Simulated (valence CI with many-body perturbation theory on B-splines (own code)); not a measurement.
# Au LXXIII: E2, E3, M1, M2 decay

Level of theory: valence CI with perturbative core correlation (CI+MBPT): five valence electrons over a frozen Dirac-Fock core [He], a basis of 11 s, 11 p, 10 d, 8 f, 5 g, 2 h functions for each j, with the one-electron correlation potential Σ1 (screened to all orders), the two-electron term Σ2, the three-electron term Σ3, Breit, model QED; selected single and double excitations, second order for the rest, scaled by the run's own slope (own B-spline code, finite nucleus).

The last digits are not significant, and no measured levels were compared; by estimate large intervals hold to a few tenths of a per cent, small ones and those within an open d or f shell to about a per cent. Among the levels kept, up to 7600 cm⁻¹ of a level comes from second order outside the variational space, and about a tenth of that is noise between levels of different J, which matters for small intervals.

Lines 51 to 100 of 120 in falling wavelength, among levels below 15452 eV, chosen from the decays that carry over 1 % of a level's rate. Wavelengths and rates use the calculated energies. Electric multipoles are in the length gauge, E1 and E2 with the static RPA response of the core. Weak lines are less certain than strong ones. Lines between different terms over intervals too small for the method are left out, as are lines whose strength nearly cancels. The highest levels of a list are the least certain.

Levels are named by their leading jj configuration (3d3/2^4 stands for four electrons in 3d with j = 3/2), which in mixed levels can hold well under half, so a name can repeat and another be missing. Letters in brackets count levels of one name in rising energy.

```tsv
λ vac (Å)	Upper	Lower	Type	A (s⁻¹)	Branch %
1.154	(2s^2 2p1/2 2p3/2 3p3/2) J=1/2 [a]	(2s^2 2p1/2 2p3/2^2) J=3/2	E2	1.36e+12	16.0
1.153	(2s^2 2p1/2 2p3/2 3p3/2) J=3/2 [a]	(2s^2 2p1/2 2p3/2^2) J=3/2	E2	4.66e+11	6.7
1.153	(2s^2 2p1/2 2p3/2 3p3/2) J=7/2	(2s^2 2p1/2 2p3/2^2) J=3/2	E2	1.66e+11	2.5
1.153	(2s^2 2p1/2 2p3/2 3p3/2) J=3/2 [b]	(2s^2 2p1/2 2p3/2^2) J=5/2	E2	1.17e+11	2.2
1.152	(2s 2p1/2 2p3/2^2 3p3/2) J=1/2 [b]	(2s 2p1/2 2p3/2^3) J=5/2	E2	5.12e+11	1.0
1.150	(2s^2 2p3/2^2 3p3/2) J=3/2 [a]	(2s^2 2p3/2^3) J=3/2	E2	2.73e+12	17.7
1.149	(2s^2 2p1/2 2p3/2 3p3/2) J=1/2 [b]	(2s^2 2p1/2 2p3/2^2) J=5/2	E2	2.84e+12	27.8
1.147	(2s^2 2p3/2^2 3p3/2) J=3/2 [b]	(2s^2 2p3/2^3) J=3/2	E2	1.75e+11	1.4
1.147	(2s^2 2p1/2 2p3/2 3p3/2) J=1/2 [b]	(2s^2 2p1/2 2p3/2^2) J=3/2	E2	1.32e+12	13.0
1.145	(2s 2p1/2^2 2p3/2 3p3/2) J=1/2 [b]	(2s 2p1/2^2 2p3/2^2) J=5/2	E2	7.52e+11	1.6
1.136	(2s 2p1/2 2p3/2^2 3d5/2) J=9/2 [b]	(2s 2p1/2 2p3/2^3) J=5/2	M2	1.96e+11	1.8
1.133	(2s 2p1/2^2 2p3/2 3d5/2) J=9/2	(2s 2p1/2^2 2p3/2^2) J=5/2	M2	1.27e+11	46.2
1.133	(2s 2p1/2^2 2p3/2 3d5/2) J=9/2	(2s 2p1/2^2 2p3/2^2) J=5/2	E3	8.02e+09	2.9
1.130	(2s^2 2p3/2^2 3d5/2) J=7/2	(2s^2 2p3/2^3) J=3/2	M2	2.08e+11	2.3
1.129	(2s^2 2p1/2 2p3/2 3d5/2) J=9/2	(2s^2 2p1/2 2p3/2^2) J=5/2	M2	1.27e+11	45.7
1.129	(2s^2 2p1/2 2p3/2 3d5/2) J=9/2	(2s^2 2p1/2 2p3/2^2) J=5/2	E3	8.27e+09	3.0
0.9859	(2s 2p1/2 2p3/2^2 3p3/2) J=7/2 [a]	(2s 2p1/2^2 2p3/2^2) J=5/2	E2	7.31e+11	1.8
0.9836	(2s 2p1/2 2p3/2^2 3p3/2) J=1/2 [b]	(2s 2p1/2^2 2p3/2^2) J=3/2	E2	1.49e+12	3.0
0.9823	(2s 2p1/2 2p3/2^2 3p3/2) J=5/2 [d]	(2s 2p1/2^2 2p3/2^2) J=1/2	E2	1.07e+12	1.1
0.9822	(2s 2p1/2 2p3/2^2 3p3/2) J=9/2	(2s 2p1/2^2 2p3/2^2) J=5/2	E2	2.23e+12	21.1
0.9819	(2s^2 2p1/2 2p3/2 3p3/2) J=5/2 [a]	(2s^2 2p1/2^2 2p3/2) J=3/2	E2	4.85e+11	7.9
0.9815	(2s^2 2p1/2 2p3/2 3p3/2) J=1/2 [a]	(2s^2 2p1/2^2 2p3/2) J=3/2	E2	1.01e+12	11.8
0.9814	(2s 2p1/2 2p3/2^2 3p3/2) J=5/2 [e]	(2s 2p1/2^2 2p3/2^2) J=1/2	E2	1.08e+12	1.4
0.9811	(2s^2 2p1/2 2p3/2 3p3/2) J=3/2 [a]	(2s^2 2p1/2^2 2p3/2) J=3/2	E2	1.92e+12	27.5
0.9806	(2s^2 2p1/2 2p3/2 3p3/2) J=7/2	(2s^2 2p1/2^2 2p3/2) J=3/2	E2	2.07e+12	31.6
0.9788	(2s^2 2p1/2 2p3/2 3p3/2) J=3/2 [b]	(2s^2 2p1/2^2 2p3/2) J=3/2	E2	9.75e+10	1.8
0.9788	(2s^2 2p1/2 2p3/2 3p3/2) J=3/2 [b]	(2s^2 2p1/2^2 2p3/2) J=3/2	M1	5.65e+10	1.1
0.9786	(2s^2 2p3/2^2 3p3/2) J=3/2 [a]	(2s^2 2p1/2 2p3/2^2) J=1/2	E2	3.58e+11	2.3
0.9784	(2s^2 2p3/2^2 3p3/2) J=7/2	(2s^2 2p1/2 2p3/2^2) J=5/2	E2	9.50e+11	8.2
0.9784	(2s^2 2p3/2^2 3p3/2) J=5/2	(2s^2 2p1/2 2p3/2^2) J=5/2	E2	1.63e+12	12.2
0.9783	(2s^2 2p3/2^2 3p3/2) J=1/2	(2s^2 2p1/2 2p3/2^2) J=5/2	E2	2.36e+12	14.9
0.9782	(2s^2 2p1/2 2p3/2 3p3/2) J=5/2 [b]	(2s^2 2p1/2^2 2p3/2) J=3/2	E2	1.59e+12	24.2
0.9766	(2s^2 2p3/2^2 3p3/2) J=7/2	(2s^2 2p1/2 2p3/2^2) J=3/2	E2	1.67e+12	14.4
0.9766	(2s^2 2p3/2^2 3p3/2) J=5/2	(2s^2 2p1/2 2p3/2^2) J=3/2	E2	9.09e+11	6.8
0.9763	(2s^2 2p3/2^2 3p3/2) J=3/2 [b]	(2s^2 2p1/2 2p3/2^2) J=1/2	E2	2.20e+12	17.1
0.9762	(2s^2 2p1/2 2p3/2 3p3/2) J=1/2 [b]	(2s^2 2p1/2^2 2p3/2) J=3/2	E2	9.87e+11	9.7
0.9741	(2s^2 2p3/2^2 3p3/2) J=3/2 [a]	(2s^2 2p1/2 2p3/2^2) J=5/2	E2	1.84e+12	11.9
0.9723	(2s^2 2p3/2^2 3p3/2) J=3/2 [a]	(2s^2 2p1/2 2p3/2^2) J=3/2	E2	3.40e+11	2.2
0.9718	(2s^2 2p3/2^2 3p3/2) J=3/2 [b]	(2s^2 2p1/2 2p3/2^2) J=5/2	E2	3.02e+11	2.3
0.9615	(2s^2 2p1/2 2p3/2 3d5/2) J=9/2	(2s^2 2p1/2^2 2p3/2) J=3/2	E3	2.03e+10	7.3
0.9596	(2s^2 2p3/2^2 3d5/2) J=9/2	(2s^2 2p1/2 2p3/2^2) J=5/2	M2	7.84e+10	11.9
0.9596	(2s^2 2p3/2^2 3d5/2) J=9/2	(2s^2 2p1/2 2p3/2^2) J=5/2	E3	7.47e+09	1.1
0.9579	(2s^2 2p3/2^2 3d5/2) J=9/2	(2s^2 2p1/2 2p3/2^2) J=3/2	E3	1.58e+10	2.4
0.9479	(2s 2p1/2^2 2p3/2 3d3/2) J=5/2 [a]	(2s^2 2p1/2^2 2p3/2) J=3/2	E2	5.52e+12	2.6
0.9472	(2s 2p1/2^2 2p3/2 3d3/2) J=7/2	(2s^2 2p1/2^2 2p3/2) J=3/2	E2	8.92e+12	18.3
0.9464	(2s 2p1/2 2p3/2^2 3d3/2) J=9/2	(2s^2 2p1/2 2p3/2^2) J=5/2	E2	9.56e+12	58.8
0.9427	(2s 2p1/2 2p3/2^2 3d3/2) J=5/2 [d]	(2s^2 2p1/2 2p3/2^2) J=1/2	E2	6.82e+12	2.7
0.9409	(2s 2p1/2^2 2p3/2 3d3/2) J=3/2 [b]	(2s^2 2p1/2^2 2p3/2) J=3/2	E2	4.40e+12	1.9
0.9405	(2s 2p1/2^2 2p3/2 3d3/2) J=5/2 [b]	(2s^2 2p1/2^2 2p3/2) J=3/2	E2	6.31e+12	5.1
0.9405	(2s 2p1/2 2p3/2^2 3d5/2) J=9/2 [a]	(2s^2 2p1/2 2p3/2^2) J=5/2	E2	8.87e+11	14.6
```
